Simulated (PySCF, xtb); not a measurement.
CBr, SMILES [C]Br (connectivity only; charge and spin as stated), neutral, multiplicity 2. Atoms are numbered in the order given.

```xyz
2

C      0.0000     0.0000    -1.5625
Br     0.0000     0.0000     0.2679
```
Charge 0, spin multiplicity 2.

Geometry optimised at B3LYP-D3(BJ)/def2-TZVPD.

The numbers are results of IEF-PCM-B3LYP/def2-TZVPD run with PySCF 2.14.0, not measurements.

The values are the electrostatic part of the solvation free energy, E(continuum) − E(gas) at the gas-phase geometry, in a cavity of scaled van der Waals radii (PySCF's table); cavitation and dispersion terms are not included. The dipole moment in vacuum is 1.46 D.

Question: Estimate the values in water (ε = 78.36), 1-octanol (ε = 9.86), chloroform (ε = 4.71). (The exact figures need the calculation; the answer reports its results.)

Answer: 
```tsv
solvent	ε	ΔG(elec) (kcal/mol)	dipole (D)
water	78.36	-1.5	2.05
1-octanol	9.86	-1.3	1.96
chloroform	4.71	-1.0	1.87
```

For comparison, GFN2-xTB/ALPB(water) (xtb, at the GFN2-xTB geometry, all terms of that model) gives -0.4 kcal/mol.
